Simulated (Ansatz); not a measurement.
Molecular dynamics of GeH2S

Input:

```yaml
crystal:
  periodic: [false, false, false]
  atoms:
    - { symbol: S, position_ang: [-1.124419, -1.080051, 0.330422] }
    - { symbol: Ge, position_ang: [0.383095, 0.208531, -0.545037] }
    - { symbol: H, position_ang: [0.845644, -0.902029, 0.529831] }
    - { symbol: H, position_ang: [-0.048821, 1.713351, -0.335416] }
basis:
  gaussian: { orbitals: def2-SVP }
hamiltonian:
  xc: b3lyp
  dispersion: d4
md:
  timestep: 0.5
  n_steps: 200
  ensemble: nve
  temperature: 100.0
  initial_velocities: maxwell_boltzmann
  seed: 11726
```

Run as:

```bash
$ ansatz run input.yaml --threads 1 --pin off --max-ram 2048MiB --backend cpu --events-out ev --progress --plain --runs-dir out
```

It starts at the highest image of a converged band. Of that band: The profile has 2 maxima (images 2, 6) with wells between them (image 4): this band takes more than one step, which may be the mechanism or a detour left from its start path. Neighbouring images differ by up to 1.2 eV, so the band resolves the path poorly. A vibrational analysis at the climbing image gives one clearly imaginary mode, 1250i cm⁻¹: a first-order saddle point.

Output, in part (step lines, the closing report, with atoms numbered from 0):

```
md step     0: t =     0.00 fs  T =   100.0 K  F+E_penalty+E_count = -67375.28483009 eV  E_kin = 0.025852 eV  conserved = -67375.25897809 eV  (27 SCF iters)
md step     1: t =     0.50 fs  T =    98.0 K  F+E_penalty+E_count = -67375.28430221 eV  E_kin = 0.025330 eV  conserved = -67375.25897250 eV  (28 SCF iters)
md step     2: t =     1.00 fs  T =    92.7 K  F+E_penalty+E_count = -67375.28293630 eV  E_kin = 0.023975 eV  conserved = -67375.25896170 eV  (28 SCF iters)
md step     3: t =     1.50 fs  T =    84.9 K  F+E_penalty+E_count = -67375.28089595 eV  E_kin = 0.021949 eV  conserved = -67375.25894741 eV  (27 SCF iters)
md step     4: t =     2.00 fs  T =    75.3 K  F+E_penalty+E_count = -67375.27840470 eV  E_kin = 0.019474 eV  conserved = -67375.25893088 eV  (27 SCF iters)
md step     5: t =     2.50 fs  T =    65.0 K  F+E_penalty+E_count = -67375.27572095 eV  E_kin = 0.016807 eV  conserved = -67375.25891397 eV  (27 SCF iters)
md step     6: t =     3.00 fs  T =    55.0 K  F+E_penalty+E_count = -67375.27311086 eV  E_kin = 0.014213 eV  conserved = -67375.25889828 eV  (27 SCF iters)
md step     7: t =     3.50 fs  T =    46.2 K  F+E_penalty+E_count = -67375.27082423 eV  E_kin = 0.011939 eV  conserved = -67375.25888482 eV  (26 SCF iters)
[... lines left out ...]
Total energy: -67375.97517071 eV, -2476.0214184473 hartree
Atom 0 at    -1.082361    -1.054469     0.416695 Å, force    -0.394488    -2.951474     2.699161 eV/Å
Atom 1 at     0.399389     0.230417    -0.599639 Å, force    -0.194536     0.069905     0.601574 eV/Å
Atom 2 at    -0.793314    -2.418271     1.161415 Å, force     0.025868     1.669601    -1.969373 eV/Å
Atom 3 at    -0.921560     0.838972     0.223285 Å, force     0.563155     1.211968    -1.331362 eV/Å
Dipole moment:     0.246691     0.044762    -0.110239 e Å
```

The steps, from the saved trajectory:

```
time (fs)  T (K)  potential energy less start (eV)  conserved less start (meV/atom)
      0.0    100                             0.000                             0.00
      3.0     55                             0.012                             0.02
      6.0     42                             0.015                             0.03
      9.0    108                            -0.002                             0.01
     12.0    180                            -0.020                             0.05
     15.0    604                            -0.130                             0.17
     18.0   2471                            -0.612                             0.21
     21.0   5142                            -1.308                            -1.07
     24.0   6476                            -1.652                            -1.01
     27.0   5612                            -1.426                            -0.21
     30.0   3755                            -0.944                             0.20
     33.0   5368                            -1.362                            -0.08
     36.0   6831                            -1.746                            -1.60
     39.0   5828                            -1.485                            -1.01
     42.0   4350                            -1.099                            -0.14
     45.0   2217                            -0.546                             0.26
     48.0   3887                            -0.980                            -0.15
     51.0   4743                            -1.204                            -0.83
     54.0   5467                            -1.394                            -1.63
     57.0   3616                            -0.909                             0.02
     60.0   2083                            -0.512                             0.20
     63.0   3487                            -0.877                            -0.36
     66.0   2443                            -0.609                            -0.72
     69.0   3229                            -0.816                            -1.77
     72.0   2390                            -0.592                             0.01
     75.0   2087                            -0.513                             0.27
     78.0   5304                            -1.348                            -0.64
     81.0   5822                            -1.477                             0.65
     84.0   6924                            -1.769                            -1.09
     87.0   4878                            -1.234                             0.17
     90.0   5192                            -1.316                             0.02
     93.0   6433                            -1.645                            -1.95
     96.0   2854                            -0.710                             0.59
     99.0   3561                            -0.897                            -0.48
```

All steps were run. The conserved energy stayed within 2.1 meV per atom of its start (net change -0.035 meV per atom), so the integration is sound. The system heated up, since it started high on the potential surface and ran downhill. A run of 0.1 ps of so small a system gives no equilibrium averages. The orbitals stay closed-shell, which can raise the energy where a bond breaks towards radicals; this wasn't checked here.

The step under study would form Ge2–H3 and break S1–H3. These pairs go: Ge2–H3 1.61 → 3.40 Å, S1–H3 1.99 → 1.58 Å. In the last frame they stand as before the step (other bonds may differ from the relaxed reactants and products). It ends as one piece, GeH2S. Pairs count as bonded within 1.25 times the sum of covalent radii (0.12 Å more for H–H).

Last frame:

```xyz
4
Properties=species:S:1:pos:R:3
S -1.082 -1.054 0.417
Ge 0.399 0.230 -0.600
H -0.793 -2.418 1.161
H -0.922 0.839 0.223
```

Run time: 4.6 min on 1 thread of Intel(R) Xeon(R) 6975P-C (Granite Rapids), with other jobs on the host, peak memory 0.13 GiB.
